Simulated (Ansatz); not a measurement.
Computed with Ansatz on PBE0-D4/def2-TZVP structures; ΔE is electronic, products minus reactants. CCSD(T)/CBS adds triple-zeta CCSD(T) − MP2 to the extrapolated MP2 energy (def2 sets, frozen cores). This one scheme is used for every species. One conformer a species, not always the lowest.

Reaction (hydrogenolysis of the Al–Si bond): `[SiH3]C[O][AlH][SiH3]` + H₂ → `[AlH2][O]C[SiH3]` + SiH₄

| species | CCSD(T)/CBS(def2) energy (Eh) |
| --- | --- |
| `[SiH3]C[O][AlH][SiH3]` | -938.82523 |
| H₂ | -1.17544 |
| `[AlH2][O]C[SiH3]` | -648.54228 |
| SiH₄ | -291.46306 |

(1) Work out ΔE.

Largest T1 diagnostic among the species: 0.014.

Answers

(1) ΔE = (-648.54228) + (-291.46306) − (-938.82523) − (-1.17544) = -0.00467 Eh = -12.3 kJ/mol.

In def2-TZVPP, CCSD(T) changes the Hartree–Fock value by +32.1 kJ/mol (the triples alone add +5.6 kJ/mol) and MP2 by +29.9 kJ/mol. From PBE to PBE0 (25 % exact exchange), in def2-TZVPP and without D4, ΔE moves by −6.3 kJ/mol.
